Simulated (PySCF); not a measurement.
## Working out the ionisation energy of Ru⁺

Ru⁺ [Kr] 4d7 (4F) → Ru²⁺ [Kr] 4d6 (5D). All numbers are calculated (PySCF 2.14, scalar relativity by spin-free X2C-1e, in ANO-RCC-VTZP (7s6p4d2f1g, 68 functions)). Frozen: [Kr]. Energies in hartree (1 hartree = 27.21139 eV):

| part | Ru⁺ (lower) | Ru²⁺ (upper) |
| --- | --- | --- |
| UHF | -4527.622216 | -4527.073985 |
| CCSD correlation | -0.161384 | -0.112153 |
| (T) | -0.005175 | -0.002221 |

Question: What does Hartree-Fock give?

Answer: (-4527.073985) − (-4527.622216) = 0.548231 hartree = 14.918 eV.

Question: What do CCSD and CCSD(T) give?

Answer: The CCSD correlation energies differ by 0.049231 hartree = 1.340 eV and the triples by 0.002954 hartree = 0.080 eV, so CCSD gives 16.258 eV and CCSD(T) 16.338 eV.

A first-order spin-orbit estimate adds 0.051 eV to CCSD(T) (valence), giving 16.389 eV against 16.76 ± 0.06 eV (semi-empirical (NIST evaluation); NIST Atomic Spectra Database, ionization energies).

What remains against the reference includes basis incompleteness, the frozen core and higher excitations.
